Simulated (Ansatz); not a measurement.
CH10Si3 (`C[SiH]([SiH3])[SiH3]`). Charge 0, multiplicity 1.

```xyz
14

C    -0.365    0.586    1.837
Si   -0.429   -0.389    0.227
Si    1.658   -1.317   -0.282
Si   -1.090    0.973   -1.558
H    -1.344    1.010    2.071
H    -0.064   -0.058    2.666
H     0.353    1.405    1.763
H    -1.415   -1.504    0.347
H     1.587   -2.105   -1.542
H     2.133   -2.213    0.809
H     2.666   -0.235   -0.463
H    -1.149    0.189   -2.821
H    -0.111    2.081   -1.741
H    -2.429    1.577   -1.313
```

(1) What are the harmonic wavenumbers in cm⁻¹ at PBE0-D4/def2-TZVP (Ansatz, finite differences of forces, unscaled)? (Estimate.)

(2) Is this a minimum?

(3) Give the ideal-gas thermochemistry at 298.15 K and 1 bar (rigid rotor, harmonic oscillator; point group Cs, symmetry number 1).

(4) And at 400, 500, 600, 800 and 1000 K?

Results:

(1) The calculation gave: 84, 91, 100, 140, 145, 161, 378, 418, 439, 496, 497, 550, 660, 705, 714, 801, 870, 872, 903, 935, 938, 939, 943, 1273, 1452, 1453, 2185, 2204, 2208, 2213, 2216, 2219, 2223, 3052, 3138, 3140.

(2) Yes, all 36 modes are real.

(3) Zero-point energy 249.7 kJ/mol; H(298) − E = 276.8 kJ/mol; entropy 391.7 J/(mol·K), of which translation 167.1, rotation 116.9, vibration 107.8; G(298) − E = 160.1 kJ/mol. Modes under 100 cm⁻¹ are hindered rotations or soft bends, so the harmonic entropy is rough.

(4) 
```
T (K)  H − E (kJ/mol)  S (J/mol/K)  G − E (kJ/mol)
  400           293.0        438.2           117.7
  500           311.4        479.2            71.8
  600           331.9        516.4            22.0
  800           377.5        581.8           -88.0
 1000           428.0        638.1          -210.1
```
